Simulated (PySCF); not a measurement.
dimethyl selenide (C₂H₆Se), singlet, at a GFN2-xTB geometry; DF-HF/6-311G** (PySCF).

Here is a job for PySCF.
```python
from pyscf import gto, scf

mol = gto.Mole()
mol.atom = '''
    C     1.427456   -0.352530    0.804101
    Se    0.018572    0.177668   -0.439477
    C    -1.491744   -0.262468    0.717145
    H     1.320476   -1.409446    1.036687
    H     2.381536   -0.173149    0.317011
    H     1.351604    0.247522    1.707869
    H    -1.464083   -1.323538    0.953742
    H    -2.402307   -0.025560    0.174512
    H    -1.432956    0.333430    1.624923
'''
mol.basis = '6-311g**'
mol.charge = 0
mol.spin = 0
mol.verbose = 4
mol.build()

mf = scf.RHF(mol)
mf = mf.density_fit(auxbasis='def2-universal-jkfit')
mf.kernel()
mf.analyze()
```

It wrote (shortened):

```
PySCF version 2.14.0

[INPUT] verbose = 4
[INPUT] num. atoms = 9
[INPUT] num. electrons = 52
[INPUT] charge = 0
[INPUT] spin (= nelec alpha-beta = 2S) = 0
[INPUT] symmetry False subgroup None
[INPUT] Mole.unit = angstrom
[INPUT] Symbol           X                Y                Z      unit          X                Y                Z       unit  Magmom
[...]
nuclear repulsion = 186.34325845434
number of shells = 58
number of NR pGTOs = 194
number of NR cGTOs = 116
basis = 6-311g**
ecp = {}

******** <class 'pyscf.df.df_jk.DFRHF'> ********
method = DFRHF
initial guess = minao
damping factor = 0
level_shift factor = 0
DIIS = <class 'pyscf.scf.diis.CDIIS'>
diis_start_cycle = 1
diis_space = 8
diis_damp = 0
SCF conv_tol = 1e-09
SCF conv_tol_grad = None
SCF max_cycles = 50
direct_scf = False
Set gradient conv threshold to 3.16228e-05
Initial guess from minao.
******** <class 'pyscf.df.df.DF'> ********
auxbasis = def2-universal-jkfit
init E= -2476.26888269128
[...]
cycle= 1 E= -2478.9967420241  delta_E= -2.73  |g|= 0.993  |ddm|= 2.18
[...]
cycle= 2 E= -2479.03540804973  delta_E= -0.0387  |g|= 0.269  |ddm|= 0.394
[...]
cycle= 3 E= -2479.04177519246  delta_E= -0.00637  |g|= 0.0732  |ddm|= 0.144
[...]
cycle= 4 E= -2479.04247915101  delta_E= -0.000704  |g|= 0.0124  |ddm|= 0.0399
[...]
cycle= 5 E= -2479.04254285857  delta_E= -6.37e-05  |g|= 0.0039  |ddm|= 0.0204
[...]
cycle= 6 E= -2479.04254680649  delta_E= -3.95e-06  |g|= 0.000908  |ddm|= 0.00386
[...]
cycle= 7 E= -2479.04254743347  delta_E= -6.27e-07  |g|= 0.000288  |ddm|= 0.00189
[...]
cycle= 8 E= -2479.04254749356  delta_E= -6.01e-08  |g|= 5.95e-05  |ddm|= 0.000642
[...]
cycle= 9 E= -2479.0425474962  delta_E= -2.65e-09  |g|= 1.2e-05  |ddm|= 0.000162
[...]
cycle= 10 E= -2479.04254749632  delta_E= -1.16e-10  |g|= 2.4e-06  |ddm|= 3.72e-05
[...]
Extra cycle  E= -2479.04254749632  delta_E=    0  |g|= 8.87e-07  |ddm|= 4.78e-06
converged SCF energy = -2479.04254749632
**** SCF Summaries ****
Total Energy =                       -2479.042547496319912
Nuclear Repulsion Energy =             186.343258454340059
One-electron Energy =                -3821.474857456033078
Two-electron Energy =                 1156.089051505372936
Two-electron Coulomb Energy =         1254.128663252477963
DFT Exchange-Correlation Energy =      -98.039611747105027
HOMO-LUMO gap [eV] =                    12.399071987569339
**** MO energy ****
[...]
 ** Mulliken pop on meta-lowdin orthogonal AOs  **
 ** Mulliken pop  **
 ** Mulliken atomic charges  **
charge of    0C =     -0.37647
charge of    1Se =      0.09231
charge of    2C =     -0.37647
charge of    3H =      0.10657
charge of    4H =      0.11718
charge of    5H =      0.10657
charge of    6H =      0.10657
charge of    7H =      0.11718
charge of    8H =      0.10657
Dipole moment(X, Y, Z, Debye): -0.06803, -0.65084,  1.60990
```
